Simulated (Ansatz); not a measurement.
Species: dichloro(dimethyl)silane, C$_{2}$H$_{6}$Cl$_{2}$Si, net charge 0, singlet state. SMILES: [Si](C)(Cl)(C)Cl
Structure (B3LYP-D3(BJ)/def2-TZVP (Ansatz, a first-principles code) minimum search):
```xyz
11

Si    -0.0199    -0.3173    -0.1053
Cl     0.0323     1.3658    -1.3087
Cl     0.0730     0.3104     1.8648
C     -1.6351    -1.1886    -0.3743
C      1.4755    -1.3526    -0.4688
H     -2.4718    -0.5287    -0.1441
H     -1.7231    -1.5087    -1.4144
H     -1.7015    -2.0684     0.2687
H      1.4664    -1.6768    -1.5113
H      1.4880    -2.2366     0.1719
H      2.3893    -0.7850    -0.2917
```
Charge 0, spin multiplicity 1.

Property: vertical triplet-singlet gap (E(triplet) - E(singlet); each state is the SCF solution reached for its spin; for the triplet the Hartree-Fock reference is unstable and T1 is 0.049), in eV. Cores are frozen in the correlated levels unless marked. Open shells are spin-unrestricted. No spin-orbit coupling. Non-relativistic.  The program attaches cautions to a run behind CCSD/aug-cc-pV(D+d)Z: other roots. The program attaches cautions to a run behind CCSD(T)/aug-cc-pV(D+d)Z: other roots.

| level | program | vertical triplet-singlet gap (eV) |
|---|---|---|
| HF/aug-cc-pV(T+d)Z | Ansatz | 7.90 |
| SVWN5/def2-TZVPD | Ansatz | 6.70 |
| PBE/def2-TZVPD | Ansatz | 6.68 |
| r2SCAN/def2-TZVPD | Ansatz | 7.19 |
| B3LYP/def2-TZVPD | Ansatz | 7.25 |
| PBE0/def2-TZVPD | Ansatz | 7.41 |
| BHLYP/def2-TZVPD | Ansatz | 7.98 |
| CAM-B3LYP/def2-TZVPD | Ansatz | 7.83 |
| wB97M-V/def2-TZVPD | Ansatz | 7.98 |
| wB97X-V/def2-TZVPD | Ansatz | 8.18 |
| B2PLYP/def2-TZVPD | Ansatz | 7.80 |
| RI-MP2/aug-cc-pV(T+d)Z | Ansatz | 8.53 |
| CCSD/aug-cc-pV(D+d)Z | Ansatz | 7.98 |
| CCSD(T)/aug-cc-pV(D+d)Z | Ansatz | 7.75 |
